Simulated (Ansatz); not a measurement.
`[Br][SnH3]` + `[SiH3]`• → `[Br][SnH2]`• + SiH₄  (hydrogen abstraction from the Sn–H bond)

Gas-phase electronic energies from Ansatz, PBE0-D4/def2-TZVP geometries. CCSD(T)/CBS adds triple-zeta CCSD(T) − MP2 to the extrapolated MP2 energy (def2 sets, frozen cores). This one scheme is used for every species. DFT in def2-TZVPP. B3LYP here is the variant with VWN-RPA as its local correlation; programs differ in this. Open shells (•) are unrestricted, without spin–orbit coupling. Elements past krypton have def2 core potentials. For Br, Sn outer-core shells are correlated without core-valence functions, which leaves a few kJ/mol of doubt a bond. Scalar relativity is left out up to krypton.

`[Br][SnH3]`:

Z-matrix (Å, degrees):
```
Sn
Br 1 2.483
H 1 1.700 2 106.4
H 1 1.700 2 106.4 3 -120.0
H 1 1.700 2 106.4 3 120.0
```

`[SiH3]`•:

Cartesian coordinates in Å:
```
Si -0.089 -0.199 -0.258
H -0.736 1.123 -0.464
H 1.392 -0.081 -0.271
H -0.567 -0.843 0.993
```

`[Br][SnH2]`•:

Z-matrix (Å, degrees):
```
Sn
Br 1 2.493
H 1 1.723 2 105.4
H 1 1.723 2 105.4 3 117.8
```

SiH₄:

Z-matrix (Å, degrees):
```
Si
H 1 1.485
H 1 1.485 2 109.5
H 1 1.485 2 109.5 3 -120.0
H 1 1.485 2 109.5 3 120.0
```

CCSD(T)/CBS gives -72.4 kJ/mol.

Problem. Another level gave -70.7 kJ/mol. Which?
A. ωB97X-V/def2-TZVPP
B. HF/def2-TZVPP
C. B2PLYP/def2-TZVPP
D. B3LYP/def2-TZVPP

Solution. B. HF/def2-TZVPP -70.7, B2PLYP -79.9, ωB97X-V -75.4, B3LYP -84.1 kJ/mol.

Problem. What do rigid-rotor, harmonic-oscillator terms from PBE0-D4/def2-TZVP frequencies (298.15 K, 1 bar) make of the CCSD(T)/CBS value? (Best estimate.)

Solution. Computed: ΔZPE = +4.5 kJ/mol, ΔH = -68.4 kJ/mol, ΔS = -2 J/(mol·K), ΔG = -67.8 kJ/mol. Open shells count their whole term as degenerate.

Largest T1 diagnostic among the species: 0.015.

From BLYP to BHLYP (50 % exact exchange), in def2-TZVPP and without D4, ΔE moves by +7.6 kJ/mol. Leaving LDA and LC-ωPBE aside and taking each functional with its dispersion term where it has one, the values, not all of them listed here, spread over 18.8 kJ/mol, from BLYP-D4 to B97M-V.
